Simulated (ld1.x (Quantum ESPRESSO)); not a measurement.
## chlorine (Cl): one change to a PAW potential, before and after

chlorine, PAW, made with ld1.x (Quantum ESPRESSO) 7.5 (PBE, scalar-relativistic). Core [Ne], reference 3s2 3p3 (charge +2). Waves: 3s (bound): rcut 1.05, rcutus 1.30 bohr; 3s channel at -2.4 Ry: rcut 1.05, rcutus 1.30 bohr; 3p (bound): rcut 0.80, rcutus 1.10 bohr; 3p channel at -1.35 Ry: rcut 0.80, rcutus 1.10 bohr. Local part: all-electron potential smoothed inside 0.95 bohr (lloc = -1). Core correction: Bessel-smoothed model core inside 0.95 bohr. Augmentation charge: PSQ, inside the norm-conserving radii.

Change: waves 3s (bound): rcut 1.05, rcutus 1.12 bohr; 3s channel at -2.4 Ry: rcut 1.05, rcutus 1.12 bohr.

Cutoffs: the cutoffs (Ry, on a coarse ladder) from which the occupation-weighted sum of valence levels, in a spherical-Bessel basis at the reference potential, stays within 10 and 1 mRy of its value at 400 Ry; they do not see the model core or the augmentation charge, which bear on the density cutoff. Errors are all-electron minus pseudo energies relative to the spin-unpolarised reference configuration.

Task: How do hardness, ghosts and transferability respond?

Result: The potential gets harder (35 Ry and 55 Ry → 35 Ry and 70 Ry); a bound ghost appears in s, which as a rule spoils a file; of the 7 tests that both files solve, the error grows in 0 and shrinks in 2 by more than 15 % and 0.3 meV (median size 0.5 → 0.3 meV). A smaller radius makes the pseudo-wave follow the all-electron one further in, where it bends more sharply, so more plane waves are needed.

```tsv
quantity	base	changed
cutoff, loose	35 Ry	35 Ry
cutoff, tight	55 Ry	70 Ry
loose cutoff by channel (10 mRy a level)	s 18 Ry, p 15 Ry	s 21 Ry, p 15 Ry
bound ghosts	none	s
error for 3s2 3p5, meV [ΔE -39.32 eV]	+0.5	+0.2
error for 3s2 3p4, meV [ΔE -25.45 eV]	+0.5	+0.4
error for 3s2 3p2, meV [ΔE 38.31 eV]	-8.3	-8.7
error for 3s1 3p5, meV [ΔE -12.74 eV]	+0.4	+0.2
error for 3s2 3p1, meV [ΔE 90.55 eV]	-41	-43
error for 3s2 3p5.3, meV [ΔE -41.46 eV]	+0.7	+0.3
error for 3s2 3p4.5, meV [ΔE -33.74 eV]	+0.4	+0.1
lowest overlap eigenvalue by channel	s 0.42, p 0.76	s 0.56, p 0.76
```

 A true bound ghost makes a file unfit for plane-wave use even where its test errors are small: the radial tests pick states by their node count and pass the ghost by.
